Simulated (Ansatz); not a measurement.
Job for Ansatz (an electronic-structure program): U-r2SCAN/def2-TZVPP on ClHPb (SMILES [Cl][PbH]), a point of a bond scan (R = 1.490 Å). Elements past Kr take the def2 small-core potentials; no spin–orbit coupling.

Ansatz 0.2 input:
```yaml
crystal:
  periodic: [false, false, false]
  atoms:
    - {symbol: Pb, position_ang: [-0.21816163, -0.21253453, 0.29359630]}
    - {symbol: H, position_ang: [-1.14576231, -0.75203989, -0.74036818]}
    - {symbol: Cl, position_ang: [1.13334803, 1.07733808, -1.35741397]}
basis:
  gaussian:
    orbitals: def2-TZVPP
hamiltonian:
  xc: {name: r2SCAN}
magnetization: {spin_polarized: true, initial_magnetization: 0}
```

It printed:

```
WARN ansatz: RAYON_NUM_THREADS=1 ignored (pool sized by the plan → 1); use --threads N
Functional definition: r2SCAN
integrals: 0.03 GiB planned
735 factors; their error is unknown
mean field: 0.35 GiB planned
mean field evaluation 1: about -17787.9893 eV, gradient 1.5e1 eV
mean field evaluation 2: about -17781.6943 eV, gradient 3.6e1 eV
mean field evaluation 4: about -17789.2171 eV, gradient 2.2e0 eV
mean field evaluation 8: about -17789.2319 eV, gradient 2.8e-2 eV
mean field evaluation 16: about -17789.2215 eV, gradient 5.5e-5 eV
mean field -17789.22154318 eV, -653.7418337443 hartree, gradient 7.6e-6 eV, S^2 0.000000; 1 other end points of the search recorded, 0 dependent functions left out
reference -17789.22155901 eV, -653.7418343260 hartree; 20, 20 occupied and 86, 86 virtual orbitals, 735 factors
Total energy: -17789.22155901 eV, -653.7418343260 hartree
```

Self-consistency was reached.

Cost: very roughly 6 core-seconds.
